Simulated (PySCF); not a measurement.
# TDDFT excited states: C2H9BO2SeSi

Species: C₂H₉BO₂SeSi.
Cartesian coordinates in Å at the PBE0-D3(BJ)/def2-SVP level; atoms count from 1:
```
atom  x, y, z in Å
C1     2.3212    1.0572   -0.4089
O2     1.8208   -0.2454   -0.2700
B3     0.5802   -0.5390    0.1831
O4     0.2385   -1.8476    0.1520
C5    -1.0225   -2.3411    0.5172
Si6   -0.7329    0.9007    0.8295
Se7   -1.9798    1.3547   -1.0469
H8     2.7191    1.4371    0.5468
H9     1.5563    1.7622   -0.7771
H10    3.1433    1.0344   -1.1384
H11   -1.1521   -3.3303    0.0557
H12   -1.8429   -1.6897    0.1692
H13   -1.1053   -2.4582    1.6106
H14   -1.6313    0.4229    1.9272
H15   -0.0715    2.1525    1.3140
H16   -2.8622    2.3308   -0.3869
```

Method: TDDFT CAM-B3LYP/def2-SVPD, vertical, gas phase, core orbitals frozen in the response in PySCF 2.14.0, density-fitted response routines. The CAM-B3LYP/def2-SVPD calculation is non-relativistic and has no spin–orbit coupling, an omission that weighs most on selenium.

| state | E (eV) | λ (nm) | f | \|μ\| (D) | main configurations (H = HOMO, L = LUMO) |
| --- | --- | --- | --- | --- | --- |
| S1 | 5.05 | 245.6 | 0.015 | 0.88 | H→L (89%) |
| S2 | 5.33 | 232.5 | 0.0026 | 0.36 | H→L+1 (68%), H→L+2 (8%) |
| S3 | 5.84 | 212.4 | 0.035 | 1.25 | H-1→L (88%) |
| S4 | 6.79 | 182.5 | 0.078 | 1.74 | H→L+2 (45%), H-2→L (20%), H→L+4 (16%) |
| S5 | 6.83 | 181.6 | 0.022 | 0.93 | H-2→L (67%), H→L+2 (16%) |
| S6 | 6.95 | 178.4 | 0.034 | 1.13 | H→L+6 (34%), H→L+3 (23%), H-1→L+1 (21%) |
| S7 | 6.98 | 177.5 | 0.031 | 1.09 | H-3→L (61%), H-1→L+1 (17%), H→L+6 (9%) |
| S8 | 7.05 | 175.9 | 0.090 | 1.84 | H-1→L+1 (52%), H-3→L (23%), H→L+3 (8%) |
| S9 | 7.12 | 174.0 | 0.026 | 0.99 | H→L+5 (51%), H→L+2 (8%) |
| S10 | 7.24 | 171.2 | 0.0064 | 0.48 | H→L+4 (44%), H→L+8 (29%), H→L+9 (8%) |

Triplets (Tamm–Dancoff): T1 4.69 eV, H→L (79%), H→L+1 (12%); T2 4.97 eV, H→L+1 (59%), H→L (14%), H→L+2 (8%); T3 5.07 eV, H-1→L (82%); T4 6.03 eV, H-2→L (78%).

The lowest singlet lies at 5.05 eV (246 nm, ultraviolet) and is weak; its leading configuration is HOMO→LUMO (89%). The strongest level in the table is S8 at 7.05 eV (176 nm, f = 0.090). Löwdin shares by element: HOMO selenium 77%, silicon 10%, hydrogen 6% or more; LUMO selenium 26%, silicon 21%, boron 17%, oxygen 8% or more (atoms not listed hold the other 28%). The listed states span 2.20 eV, and the widest gap between neighbours is 0.95 eV (S3 to S4). Weighted by f, the mean energy of these states is 6.75 eV. Orbital energies (eV): HOMO-3 -10.16, HOMO-2 -9.82, HOMO-1 -9.29, HOMO -8.27, LUMO -0.05, LUMO+1 0.59, LUMO+2 1.30. All these states lie below the vertical ionisation energy of 9.17 eV (ΔSCF). The window holds the lowest 10 singlets.

One conformer stands for the species.
